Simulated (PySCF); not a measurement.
Job for PySCF: D3(BJ) and D4 dispersion corrections on C2H6Zn (SMILES [CH3][Zn][CH3]).

```python
from pyscf import gto
from pyscf.dispersion import dftd3, dftd4

mol = gto.M(
    atom='''
    C     1.95434462   -0.08661515    0.03779079
    Zn    0.00017472    0.00235598   -0.00418290
    C    -1.95430805    0.08726526   -0.03898540
    H     2.33872204   -0.66004529   -0.80859349
    H     2.39325845    0.91259173   -0.00561493
    H     2.30163322   -0.56701671    0.95507754
    H    -2.37884002   -0.36580328    0.85951718
    H    -2.35423966   -0.44462874   -0.90505577
    H    -2.30084532    1.12179620   -0.08995301
    ''',
    basis='def2-svp',
    charge=0, spin=0, verbose=0, max_memory=1800)
d3, d4 = {}, {}
for xc in ['hf', 'pbe', 'blyp', 'revpbe', 'tpss', 'r2scan', 'b3lyp', 'pbe0', 'bhlyp', 'camb3lyp', 'b2plyp']:
    d3[xc] = float(dftd3.DFTD3Dispersion(mol, xc=xc, version='d3bj', atm=False).get_dispersion()['energy'])
    print(f'D3(BJ) {xc:10s} {d3[xc]:14.8f} Eh')
for xc in ['hf', 'pbe', 'blyp', 'revpbe', 'tpss', 'r2scan', 'b3lyp', 'pbe0', 'bhlyp', 'camb3lyp', 'b2plyp']:
    d4[xc] = float(dftd4.DFTD4Dispersion(mol, xc={'camb3lyp': 'cam-b3lyp'}.get(xc, xc), atm=True).get_dispersion()['energy'])
    print(f'D4     {xc:10s} {d4[xc]:14.8f} Eh')
```

It printed:

```
D3(BJ) hf            -0.04228718 Eh
D3(BJ) pbe           -0.00460218 Eh
D3(BJ) blyp          -0.01007735 Eh
D3(BJ) revpbe        -0.01190512 Eh
D3(BJ) tpss          -0.00579935 Eh
D3(BJ) r2scan        -0.00124684 Eh
D3(BJ) b3lyp         -0.00825837 Eh
D3(BJ) pbe0          -0.00397081 Eh
D3(BJ) bhlyp         -0.00663901 Eh
D3(BJ) camb3lyp      -0.00363197 Eh
D3(BJ) b2plyp        -0.00388871 Eh
D4     hf            -0.01583521 Eh
D4     pbe           -0.00410410 Eh
D4     blyp          -0.00919857 Eh
D4     revpbe        -0.01373160 Eh
D4     tpss          -0.00553152 Eh
D4     r2scan        -0.00101088 Eh
D4     b3lyp         -0.00662096 Eh
D4     pbe0          -0.00343146 Eh
D4     bhlyp         -0.00496642 Eh
D4     camb3lyp      -0.00345839 Eh
D4     b2plyp        -0.00283653 Eh
```

The run finished.

Cost: about 0.010 core-seconds (a rough figure).
